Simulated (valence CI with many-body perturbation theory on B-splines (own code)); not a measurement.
Zn X: E2, M1 decay

Computed by valence CI with perturbative core correlation (CI+MBPT): three valence electrons over a frozen Dirac-Fock core [Ar], radial functions for each j: 9 s, 9 p, 10 d, 8 f, 5 g, 3 h, 1 i, with the one-electron correlation potential Σ1, the two-electron term Σ2, the three-electron term Σ3, Breit, model QED; selected CI, second order for the rest, scaled by the run's own slope (own B-spline code, finite nucleus).

No measured levels were compared; by estimate terms of the open shell hold to 2 to 4 % of their energy, and close levels can change places. Core correlation moves these levels by up to 3000 cm⁻¹, and in measured spectra 5 to 20 % of such shifts remained as error; rates that hang on mixing are uncertain with them. Only levels of the ground parity were solved; by the run's estimate the other parity begins above the list, which can be wrong where configurations are misplaced.

Lines 1 to 50 of 89 in falling wavelength, among levels below 112800 cm⁻¹, chosen from the decays that carry over 1 % of a level's rate. Wavelengths and rates use the calculated energies, so an error of 2000 cm⁻¹ moves a line at 14990 Å by 30 % and its rate by three times that or more. Electric multipoles are in the length gauge, E1 and E2 with the static RPA response of the core. Weak lines are less certain than strong ones. Lines between different terms over intervals too small for the method are left out, as are lines whose strength nearly cancels. Intervals below about 2000 cm⁻¹, as at the head of this list, are uncertain by tens of per cent. The highest levels of a list are the least certain. Branching is blank where the lifetime is uncertain.

Names give the largest LS component (configuration and term), which can be under half, so a name can repeat, a term be missing and a line seem to break the LS rules; names also repeat where a configuration has a term twice. Letters in brackets count levels of one name in rising energy.

```csv
λ vac (Å),Upper,Lower,Type,A (s⁻¹),Branch %
62250,3d³ ⁴F_5/2,3d³ ⁴F_3/2,M1,1.79e-01,100.0
49220,3d³ ⁴F_7/2,3d³ ⁴F_5/2,M1,3.63e-01,100.0
43070,3d³ ⁴F_9/2,3d³ ⁴F_7/2,M1,3.37e-01,100.0
41310,3d³ ⁴P_5/2,3d³ ⁴P_3/2,M1,2.12e-01,46.3
18400,3d³ ²D_5/2 [a],3d³ ²D_3/2 [a],M1,9.73e-01,6.0
18350,3d³ ²P_3/2,3d³ ²P_1/2,M1,8.04e-01,4.8
14990,3d³ ²P_3/2,3d³ ²D_3/2 [a],M1,2.34e+00,13.9
12110,3d³ ²D_3/2 [a],3d³ ⁴P_5/2,M1,6.59e-01,3.7
9822,3d³ ²H_9/2,3d³ ²G_9/2,M1,2.38e+00,49.3
9368,3d³ ²D_3/2 [a],3d³ ⁴P_3/2,M1,2.68e+00,15.0
9159,3d³ ²D_3/2 [a],3d³ ⁴P_1/2,M1,1.10e+00,6.1
9010,3d³ ²H_11/2,3d³ ²G_9/2,M1,1.50e+00,96.3
8414,3d³ ²H_9/2,3d³ ²G_7/2,M1,1.80e+00,37.3
8237,3d³ ²P_1/2,3d³ ⁴P_1/2,M1,4.79e+00,97.8
7305,3d³ ²D_5/2 [a],3d³ ⁴P_5/2,M1,7.34e-01,4.6
6700,3d³ ²P_3/2,3d³ ⁴P_5/2,M1,2.61e+00,15.4
5685,3d³ ²P_3/2,3d³ ⁴P_1/2,M1,2.39e-01,1.4
4162,3d³ ²F_7/2,3d³ ²D_5/2 [a],M1,1.13e-01,1.2
3998,3d³ ²F_5/2,3d³ ²D_5/2 [a],M1,3.26e-01,5.1
3979,3d³ ²G_7/2,3d³ ⁴F_9/2,M1,1.22e-01,1.9
3968,3d³ ⁴P_3/2,3d³ ⁴F_7/2,E2,4.51e-02,9.0
3952,3d³ ⁴P_5/2,3d³ ⁴F_9/2,E2,6.86e-02,15.0
3727,3d³ ²G_9/2,3d³ ⁴F_9/2,M1,6.75e+00,68.6
3705,3d³ ²F_5/2,3d³ ²H_9/2,E2,1.10e-01,1.7
3705,3d³ ⁴P_1/2,3d³ ⁴F_5/2,E2,5.11e-02,29.4
3672,3d³ ⁴P_3/2,3d³ ⁴F_5/2,M1,1.37e-01,27.5
3672,3d³ ⁴P_3/2,3d³ ⁴F_5/2,E2,4.87e-02,9.8
3643,3d³ ²G_7/2,3d³ ⁴F_7/2,M1,3.04e+00,47.9
3620,3d³ ⁴P_5/2,3d³ ⁴F_7/2,M1,8.06e-02,17.6
3620,3d³ ⁴P_5/2,3d³ ⁴F_7/2,E2,3.41e-02,7.5
3497,3d³ ⁴P_1/2,3d³ ⁴F_3/2,E2,1.06e-01,60.8
3497,3d³ ⁴P_1/2,3d³ ⁴F_3/2,M1,1.69e-02,9.7
3467,3d³ ⁴P_3/2,3d³ ⁴F_3/2,M1,2.46e-01,49.3
3467,3d³ ⁴P_3/2,3d³ ⁴F_3/2,E2,2.17e-02,4.4
3430,3d³ ²G_9/2,3d³ ⁴F_7/2,M1,3.04e+00,30.9
3392,3d³ ²G_7/2,3d³ ⁴F_5/2,M1,3.19e+00,50.2
3372,3d³ ⁴P_5/2,3d³ ⁴F_5/2,M1,4.35e-02,9.5
3372,3d³ ⁴P_5/2,3d³ ⁴F_5/2,E2,1.08e-02,2.4
3284,3d³ ²F_5/2,3d³ ²D_3/2 [a],M1,1.01e-01,1.6
3199,3d³ ⁴P_5/2,3d³ ⁴F_3/2,M1,6.33e-03,1.4
2763,3d³ ²F_7/2,3d³ ²G_9/2,M1,1.13e+00,12.3
2763,3d³ ²F_7/2,3d³ ²G_9/2,E2,1.80e-01,2.0
2702,3d³ ²H_9/2,3d³ ⁴F_9/2,M1,3.97e-01,8.2
2658,3d³ ²D_5/2 [b],3d³ ²F_5/2,M1,7.27e+00,10.8
2639,3d³ ²F_7/2,3d³ ²G_7/2,M1,3.01e+00,32.6
2638,3d³ ²D_3/2 [a],3d³ ⁴F_5/2,M1,8.19e+00,45.7
2636,3d³ ²H_11/2,3d³ ⁴F_9/2,M1,4.75e-02,3.1
2597,3d³ ²D_3/2 [b],3d³ ²F_5/2,M1,4.69e+00,
2597,3d³ ²D_3/2 [b],3d³ ²F_5/2,E2,8.04e-01,
2590,3d³ ²D_5/2 [b],3d³ ²F_7/2,M1,4.38e+00,6.5
```
